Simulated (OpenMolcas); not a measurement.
# Sb²⁺: the spin-orbit constant, worked from levels

```json
{"Program": "OpenMolcas", "Basis": "ANO-RCC-VQZP [8s7p5d3f2g]", "Scalar Hamiltonian": "DKH2, point nucleus", "Active space": "3 electrons in 4 orbitals (5s 5p)", "State averaging": "2S+1 = 4 odd, 1 root; 2S+1 = 2 odd, 11 roots; 2S+1 = 4 even, 3 roots; 2S+1 = 2 even, 9 roots", "Spin-orbit coupling": "RASSI with atomic mean-field integrals over the reference wave functions, term energies averaged over their components"}
```

Methods: CASSCF; MS-CASPT2, IPEA 0.25 Eh, imaginary shift 0.1 Eh (closed shells correlated: 4d). Measured levels: Moore, Atomic Energy Levels, vol. III, NSRDS-NBS 35 (1971 reprint of NBS Circular 467, 1958).

**The spin-orbit constant.** For the Hund term ²P° of p1, E(J) = (A/2) J(J+1) + constant and ζ = 2S·A = A. From J = 1/2 to J = 3/2 the energy changes by 1.5 A.

| Source | E(3/2) - E(1/2) | A | ζ |
| --- | --- | --- | --- |
| CASSCF | 5614.1 | 3742.7 | 3743 |
| MS-CASPT2 | 5691.6 | 3794.4 | 3794 |
| measured | 6576.0 | 4384.0 | 4384 |

All in cm-1. MS-CASPT2 is off by -13.4 % and CASSCF by -14.6 %. Both methods take the spin-orbit matrix elements from the reference wave functions, so the second can move ζ only through the term energies and any multistate remixing.

Over all roots computed the reference weight is 0.85 to 0.94 in MS-CASPT2; the roots of lowest weight are the least certain, and an intruder state may touch them. Measured partners are found by configuration, term and J. A level has none where our copy of the source lacks it or the pairing is in doubt (some pairs that miss far off the trend of their configuration count as doubtful), and it then counts in no deviation. Levels of configurations outside the active space are missing.

° marks odd parity.
